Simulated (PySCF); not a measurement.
**Exercise with solution: chemical shift, span and skew from a shielding tensor**

Ga(F)2(vinyl) (C2H3F2Ga), SMILES [F][Ga]([F])[CH]=C. Atoms are numbered in the order given.

```xyz
8

Ga    -0.0427    -0.3203     0.0000
F     -0.9687    -1.8064     0.0000
F      1.6884    -0.6032     0.0000
C     -0.7587     1.4729     0.0000
C      0.0666     2.5296     0.0000
H     -1.8434     1.6235     0.0000
H     -0.3137     3.5582     0.0000
H      1.1562     2.4185     0.0000
```
Charge 0, spin multiplicity 1.

Coordinates come from a B3LYP-D3(BJ)/def2-SVP optimisation. Other conformers were not sampled.

GIAO shieldings from B3LYP/pcSseg-1 (PySCF), non-relativistic, no solvent. The symmetric part of the tensor of F2 has the principal values 190.2, 348.3, 419.7 ppm. The same nucleus in CFCl3 has σ = 161.7 ppm at this level (PySCF, at its B3LYP-D3(BJ)/def2-TZVP geometry).

Problem. Work out the isotropic shielding, the ¹⁹F shift against CFCl3, the span and the skew.

Solution. 
σ(iso) = (σ11 + σ22 + σ33)/3 = 319.4 ppm. δ = σ(ref) − σ(iso) = 161.7 − (319.4) = -157.7 ppm.
Span Ω = σ33 − σ11 = 229.5 ppm. Skew κ = 3(σ(iso) − σ22)/Ω = -0.38. Tumbling in solution averages the tensor to δ; in a static solid the shielding alone would spread this spin-1/2 line over Ω.
